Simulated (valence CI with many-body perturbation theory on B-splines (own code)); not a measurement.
# Gd³⁰⁺ in brief

Level of theory: valence CI with perturbative core correlation (CI+MBPT): six valence electrons over a frozen Dirac-Fock core [Ar] 3d10, radial functions for each j: 9 s, 9 p, 8 d, 6 f, 3 g, 1 h, with the one-electron correlation potential Σ1, the two-electron term Σ2, the three-electron term Σ3, Breit, model QED; selected CI, second order for the rest, scaled by the run's own slope (own B-spline code, finite nucleus).

No measured spectrum was set against this ion. As an estimate, large intervals hold to a few tenths of a per cent, small ones and those within an open d or f shell to about a per cent. Among the levels kept, up to 640 cm⁻¹ of a level comes from second order outside the variational space, and about a tenth of that is noise between levels of different J, which matters for small intervals.

Levels are named by their leading jj configuration (3d3/2^4 stands for four electrons in 3d with j = 3/2), which in mixed levels can hold well under half, so a name can repeat and another be missing.

Rates and lifetimes use the calculated energies. Strong lines usually hold to 10 to 20 %, long lifetimes can be off by a factor of two.

(1) What is the ground level?

(2) Name the longest-lived excited levels whose lifetime is computed, and their main decay.

(3) Where does the other parity begin?

(4) How well does LS coupling describe the low levels?

(5) What are the static dipole polarisabilities of the lowest levels?

Results:

(1) (4s^2 4p1/2^2 4p3/2^2) J=2, composition 71 % 4s2 4p4 3P + 28 % 4s2 4p4 1D, g = 1.357.

(2) (4s^2 4p1/2^2 4p3/2^2) J=0 at 55485 cm⁻¹ lives 276 ms, mostly by E2 to (4s^2 4p1/2^2 4p3/2^2) J=2; (4s^2 4p1/2^2 4p3/2 4d5/2) J=4 at 1032700 cm⁻¹ lives 183 μs, mostly by M1 to (4s^2 4p1/2^2 4p3/2 4d3/2) J=3; (4s^2 4p1/2 4p3/2^2 4d5/2) J=4 at 1367000 cm⁻¹ lives 8.86 μs, mostly by M1 to (4s^2 4p1/2^2 4p3/2 4d5/2) J=4.

(3) At (4s 4p1/2^2 4p3/2^3) J=2, 908970 cm⁻¹.

(4) Among the lowest 20 levels the leading LS term, summed over configurations, holds 52 % on average. For single configurations the figures are 47 % in LS and 80 % in jj coupling. Terms mix most in the J = 3 level at 1111800 cm⁻¹, where the leading one holds 25 %.

(5) (4s^2 4p1/2^2 4p3/2^2) J=2 0.0877 (tensor 0.0010); (4s^2 4p1/2^2 4p3/2^2) J=0 0.0874; (4s^2 4p1/2 4p3/2^3) J=1 0.0946 (tensor -0.0027); (4s^2 4p1/2 4p3/2^3) J=2 0.0943 (tensor -0.0063) bohr³, of which the core gives 0.00450.
